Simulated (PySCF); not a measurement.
BClF, AlBFH$_{2}$, F$_{2}$HSi (calculated)

All values are calculated (PySCF 2.14.0). Calculation on a computer-drawn molecule: vertical ionisation energy to the stated ion spin, frozen-core CCSD(T) at the basis limit and cheaper methods, single-reference cases, UHF for radicals, no spin-orbit; all values are single points at the evaluated structure, the first of each entry, which is the reference or a displaced copy of it and isn't optimised; the reference structure only sets the zero of the energies above reference; triples share is (T) over the correlation energy.

Common to all runs: diffuse functions no; basis cc-pV(n+d)Z; reference is the Hartree-Fock double-zeta minimum; best is HF at quadruple zeta + MP2 correlation extrapolated from triple and quadruple zeta + CCSD(T) minus MP2 at triple zeta; basis step is the size of the change from the same recipe one zeta lower.

(1) 
```xyz
3
formula=BClF charge=1 multiplicity=1 ion_multiplicity=2 ionisation_energy_best=21.53 ionisation_energy_basis_step=0.08866 energy_above_reference_best=16.68 energy_above_reference_basis_step=1.663 ionisation_energy_Koopmans_at_triple_zeta=21.82 ionisation_energy_EOM_CCSD_at_triple_zeta=21.5 total_energy_HF_triple_zeta=-583.4150 total_energy_CCSD(T)_triple_zeta=-583.9670 total_energy_best=-584.0574 T1_diagnostic_at_triple_zeta=0.01834 D1_diagnostic_at_triple_zeta=0.0486 ion_T1_diagnostic_at_triple_zeta=0.02921 ion_D1_diagnostic_at_triple_zeta=0.1188 ion_spin_squared_at_triple_zeta=0.7611 triples_share_at_triple_zeta=0.04106 basis_functions_triple_zeta=99
F     -2.1533     0.9444     0.9657
B     -1.4629     1.2538    -0.2057
Cl    -0.5813     1.5884    -1.5722
```

Units: ionisation_energy_best, ionisation_energy_basis_step, ionisation_energy_Koopmans_at_triple_zeta, ionisation_energy_EOM_CCSD_at_triple_zeta in eV; energy_above_reference_best, energy_above_reference_basis_step in kcal/mol; total_energy_HF_triple_zeta, total_energy_CCSD(T)_triple_zeta, total_energy_best in hartree.

Reference structure:
```xyz
3
BClF
F     -2.1511     0.9539     1.0170
B     -1.5513     1.1860    -0.0297
Cl    -0.7657     1.4901    -1.4010
```

Drawn bonds:
```tsv
atom	other atom	order
1	2	1
2	3	1
```

Triple zeta:
```tsv
method	ionisation energy (eV)	energy above reference (kcal/mol)
HF	20.35	21.75
PBE	21.16	13.56
r2SCAN	21.3	16.27
B3LYP	21.39	16.19
wB97X	21.41	16.6
MP2	21.48	15.8
CCSD	21.31	16.82
CCSD(T)	21.34	15.57
```

(2) 
```xyz
5
formula=AlBFH2 charge=0 multiplicity=2 ion_multiplicity=1 ionisation_energy_best=7.329 ionisation_energy_basis_step=0.04026 energy_above_reference_best=0 energy_above_reference_basis_step=0 total_energy_HF_triple_zeta=-367.2390 total_energy_CCSD(T)_triple_zeta=-367.6827 total_energy_best=-367.7538 T1_diagnostic_at_triple_zeta=0.01826 D1_diagnostic_at_triple_zeta=0.05376 spin_squared_at_triple_zeta=0.76 ion_T1_diagnostic_at_triple_zeta=0.01787 ion_D1_diagnostic_at_triple_zeta=0.04518 triples_share_at_triple_zeta=0.03098 basis_functions_triple_zeta=127 dipole_magnitude_HF_at_triple_zeta=0.4639 dipole_magnitude_CCSD_unrelaxed_at_triple_zeta=0.8854 dipole_magnitude_PBE_at_triple_zeta=1.136 dipole_magnitude_r2SCAN_at_triple_zeta=1.098 dipole_magnitude_B3LYP_at_triple_zeta=0.926 dipole_magnitude_wB97X_at_triple_zeta=0.8233
F     -2.9398    -0.9918     1.9150
B     -1.8131    -1.5026     1.5519
Al    -0.0354    -2.3079     0.9794
H      0.4999    -1.9173    -0.4493
H      0.6797    -3.2653     2.0051
```

Units: ionisation_energy_best, ionisation_energy_basis_step in eV; energy_above_reference_best, energy_above_reference_basis_step in kcal/mol; total_energy_HF_triple_zeta, total_energy_CCSD(T)_triple_zeta, total_energy_best in hartree; dipole_magnitude_HF_at_triple_zeta, dipole_magnitude_CCSD_unrelaxed_at_triple_zeta, dipole_magnitude_PBE_at_triple_zeta, dipole_magnitude_r2SCAN_at_triple_zeta, dipole_magnitude_B3LYP_at_triple_zeta, dipole_magnitude_wB97X_at_triple_zeta in debye.

Reference structure:
```xyz
5
AlBFH2
F     -2.9398    -0.9918     1.9150
B     -1.8131    -1.5026     1.5519
Al    -0.0354    -2.3079     0.9794
H      0.4999    -1.9173    -0.4493
H      0.6797    -3.2653     2.0051
```

Drawn bonds:
```tsv
atom	other atom	order
1	2	1
2	3	1
3	4	1
3	5	1
```

Triple zeta:
```tsv
method	ionisation energy (eV)	energy above reference (kcal/mol)
HF	6.875	0
PBE	7.487	0
r2SCAN	7.585	0
B3LYP	7.488	0
wB97X	7.352	0
MP2	7.154	0
CCSD	7.23	0
CCSD(T)	7.241	0
```

(3) 
```xyz
5
formula=AlBFH2 charge=0 multiplicity=2 ion_multiplicity=1 ionisation_energy_best=7.443 ionisation_energy_basis_step=0.04124 energy_above_reference_best=0.7113 energy_above_reference_basis_step=0.2009 total_energy_HF_triple_zeta=-367.2373 total_energy_CCSD(T)_triple_zeta=-367.6817 total_energy_best=-367.7526 T1_diagnostic_at_triple_zeta=0.01865 D1_diagnostic_at_triple_zeta=0.05432 spin_squared_at_triple_zeta=0.7602 ion_T1_diagnostic_at_triple_zeta=0.01863 ion_D1_diagnostic_at_triple_zeta=0.04728 triples_share_at_triple_zeta=0.03119 basis_functions_triple_zeta=127 dipole_magnitude_HF_at_triple_zeta=0.2545 dipole_magnitude_CCSD_unrelaxed_at_triple_zeta=0.6854 dipole_magnitude_PBE_at_triple_zeta=0.9453 dipole_magnitude_r2SCAN_at_triple_zeta=0.8955 dipole_magnitude_B3LYP_at_triple_zeta=0.7319 dipole_magnitude_wB97X_at_triple_zeta=0.6319
F     -2.9622    -0.9837     1.9152
B     -1.8066    -1.4929     1.5438
Al    -0.0361    -2.3037     0.9902
H      0.5011    -1.9176    -0.4375
H      0.6824    -3.2749     2.0003
```

Units: ionisation_energy_best, ionisation_energy_basis_step in eV; energy_above_reference_best, energy_above_reference_basis_step in kcal/mol; total_energy_HF_triple_zeta, total_energy_CCSD(T)_triple_zeta, total_energy_best in hartree; dipole_magnitude_HF_at_triple_zeta, dipole_magnitude_CCSD_unrelaxed_at_triple_zeta, dipole_magnitude_PBE_at_triple_zeta, dipole_magnitude_r2SCAN_at_triple_zeta, dipole_magnitude_B3LYP_at_triple_zeta, dipole_magnitude_wB97X_at_triple_zeta in debye.

Reference structure:
```xyz
5
AlBFH2
F     -2.9398    -0.9918     1.9150
B     -1.8131    -1.5026     1.5519
Al    -0.0354    -2.3079     0.9794
H      0.4999    -1.9173    -0.4493
H      0.6797    -3.2653     2.0051
```

Drawn bonds:
```tsv
atom	other atom	order
1	2	1
2	3	1
3	4	1
3	5	1
```

Triple zeta:
```tsv
method	ionisation energy (eV)	energy above reference (kcal/mol)
HF	7.008	1.062
PBE	7.586	0.4447
r2SCAN	7.69	0.6648
B3LYP	7.598	0.6355
wB97X	7.472	0.5151
MP2	7.269	0.6375
CCSD	7.347	0.6921
CCSD(T)	7.354	0.6195
```

(4) 
```xyz
5
formula=AlBFH2 charge=0 multiplicity=2 ion_multiplicity=1 ionisation_energy_best=7.171 ionisation_energy_basis_step=0.04094 energy_above_reference_best=1.091 energy_above_reference_basis_step=0.1064 total_energy_HF_triple_zeta=-367.2372 total_energy_CCSD(T)_triple_zeta=-367.6811 total_energy_best=-367.7520 T1_diagnostic_at_triple_zeta=0.01863 D1_diagnostic_at_triple_zeta=0.05797 spin_squared_at_triple_zeta=0.7601 ion_T1_diagnostic_at_triple_zeta=0.01767 ion_D1_diagnostic_at_triple_zeta=0.04399 triples_share_at_triple_zeta=0.03123 basis_functions_triple_zeta=127 dipole_magnitude_HF_at_triple_zeta=0.2953 dipole_magnitude_CCSD_unrelaxed_at_triple_zeta=0.7759 dipole_magnitude_PBE_at_triple_zeta=1.079 dipole_magnitude_r2SCAN_at_triple_zeta=1.038 dipole_magnitude_B3LYP_at_triple_zeta=0.8345 dipole_magnitude_wB97X_at_triple_zeta=0.6896
F     -2.9500    -0.9966     1.9153
B     -1.8117    -1.4952     1.5526
Al     0.0324    -2.3351     0.9586
H      0.5682    -1.9478    -0.4623
H      0.7562    -3.2967     1.9936
```

Units: ionisation_energy_best, ionisation_energy_basis_step in eV; energy_above_reference_best, energy_above_reference_basis_step in kcal/mol; total_energy_HF_triple_zeta, total_energy_CCSD(T)_triple_zeta, total_energy_best in hartree; dipole_magnitude_HF_at_triple_zeta, dipole_magnitude_CCSD_unrelaxed_at_triple_zeta, dipole_magnitude_PBE_at_triple_zeta, dipole_magnitude_r2SCAN_at_triple_zeta, dipole_magnitude_B3LYP_at_triple_zeta, dipole_magnitude_wB97X_at_triple_zeta in debye.

Reference structure:
```xyz
5
AlBFH2
F     -2.9398    -0.9918     1.9150
B     -1.8131    -1.5026     1.5519
Al    -0.0354    -2.3079     0.9794
H      0.4999    -1.9173    -0.4493
H      0.6797    -3.2653     2.0051
```

Drawn bonds:
```tsv
atom	other atom	order
1	2	1
2	3	1
3	4	1
3	5	1
```

Triple zeta:
```tsv
method	ionisation energy (eV)	energy above reference (kcal/mol)
HF	6.693	1.102
PBE	7.354	0.8363
r2SCAN	7.445	1.094
B3LYP	7.34	1.095
wB97X	7.188	1.285
MP2	6.988	1.042
CCSD	7.066	1.047
CCSD(T)	7.082	0.9747
```

(5) 
```xyz
4
formula=F2HSi charge=1 multiplicity=1 ion_multiplicity=2 ionisation_energy_best=23.09 ionisation_energy_basis_step=0.02161 energy_above_reference_best=0 energy_above_reference_basis_step=0 ionisation_energy_Koopmans_at_triple_zeta=23.75 ionisation_energy_EOM_CCSD_at_triple_zeta=23.06 total_energy_HF_triple_zeta=-488.2799 total_energy_CCSD(T)_triple_zeta=-488.9006 total_energy_best=-489.0163 T1_diagnostic_at_triple_zeta=0.01456 D1_diagnostic_at_triple_zeta=0.04303 ion_T1_diagnostic_at_triple_zeta=0.03892 ion_D1_diagnostic_at_triple_zeta=0.205 ion_spin_squared_at_triple_zeta=0.7746 triples_share_at_triple_zeta=0.02908 basis_functions_triple_zeta=113
F     -1.2018    -0.4842    -0.1544
Si    -0.2940    -1.4858    -0.8868
F     -0.8495    -2.1205    -2.1722
H      1.0232    -1.8162    -0.3890
```

Units: ionisation_energy_best, ionisation_energy_basis_step, ionisation_energy_Koopmans_at_triple_zeta, ionisation_energy_EOM_CCSD_at_triple_zeta in eV; energy_above_reference_best, energy_above_reference_basis_step in kcal/mol; total_energy_HF_triple_zeta, total_energy_CCSD(T)_triple_zeta, total_energy_best in hartree.

Reference structure:
```xyz
4
F2HSi
F     -1.2018    -0.4842    -0.1544
Si    -0.2940    -1.4858    -0.8868
F     -0.8495    -2.1205    -2.1722
H      1.0232    -1.8162    -0.3890
```

Drawn bonds:
```tsv
atom	other atom	order
1	2	1
2	3	1
2	4	1
```

Triple zeta:
```tsv
method	ionisation energy (eV)	energy above reference (kcal/mol)
HF	22.67	0
PBE	22	0
r2SCAN	22.25	0
B3LYP	22.55	0
wB97X	22.82	0
MP2	22.92	0
CCSD	23.09	0
CCSD(T)	22.95	0
```
